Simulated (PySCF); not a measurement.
GaCl2(NCO), CCl2GaNO.
Structure used (PBE0-D3(BJ)/def2-SVP), in Å, numbered top down from 1:
```
atom  x, y, z in Å
Ga1    0.566    0.976   -0.057
Cl2    2.683    1.009   -0.002
Cl3   -0.523    2.785   -0.220
N4    -0.305   -0.587    0.025
C5    -0.893   -1.632    0.070
O6    -1.464   -2.648    0.115
```

Theory: PBE0-D3(BJ)/def2-SVP geometry optimisation, gas phase (PySCF).

Task: Which atoms are bound to Ga1, and at what distances?

Result: 3 atoms: N4 1.792 Å, Cl3 2.118 Å, Cl2 2.118 Å. The nearest atom not counted as bound is C5, at 2.99 Å.

Task: List the angles at Ga1.

Result: 
| angle | degrees | distance of the outer atoms (Å) |
| --- | --- | --- |
| Cl2–Ga1–Cl3 | 120.2 | 3.67 |
| Cl3–Ga1–N4 | 119.9 | 3.39 |
| Cl2–Ga1–N4 | 119.9 | 3.39 |

Task: What is the shape at Ga1?

Result: Planar: angles 120.2°, 119.9° and 119.9°, sum 360.0°, 0.00 Å off the plane of its three neighbours.

Task: What are the other bond lengths?

Result: N4–C5 1.200 Å; C5–O6 1.166 Å.

Task: Give some angles away from the centre.

Result: Ga1–N4–C5 179.5°, N4–C5–O6 179.9°.

Task: What are the rotational constants (commonest isotopes, rigid rotor)?

Result: A = 2144, B = 1030, C = 695.6 MHz: an asymmetric top.

Point group: C2v (every atom within 0.08 Å of its image). Charge 0, singlet. Whether it is a minimum is left open (no frequencies).

Hardware: an AMD EPYC with one thread, no GPU (shared host). Cost: 3.1 min wall, 2.8 min CPU, 0.45 GiB resident at most. This is the geometry optimisation.
